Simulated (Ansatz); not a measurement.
Reaction (isomerisation): `FC1([SiH3])COC1` → `C/C([SiH3])=C(/O)F`

Program: Ansatz. Geometries: PBE0-D4/def2-TZVP. ΔE: electronic, gas phase. CCSD(T)/CBS adds triple-zeta CCSD(T) − MP2 to the extrapolated MP2 energy (def2 sets, frozen cores). DFT in def2-TZVPP. B3LYP here is the variant with VWN-RPA as its local correlation; programs differ in this. One conformer a species, not always the lowest.

CCSD(T)/CBS gives -1.11 eV.

Problem. Another level gave -0.98 eV. Which?
A. r2SCAN-D4/def2-TZVPP
B. B3LYP/def2-TZVPP
C. ωB97X-V/def2-TZVPP
D. CCSD(T)/def2-TZVPP

Solution. C. ωB97X-V -0.98, CCSD(T)/def2-TZVPP -1.11, B3LYP -1.20, r2SCAN-D4 -1.25 eV.

Largest T1 diagnostic among the species: 0.012.

From PBE to PBE0 (25 % exact exchange), in def2-TZVPP and without D4, ΔE moves by +0.04 eV.
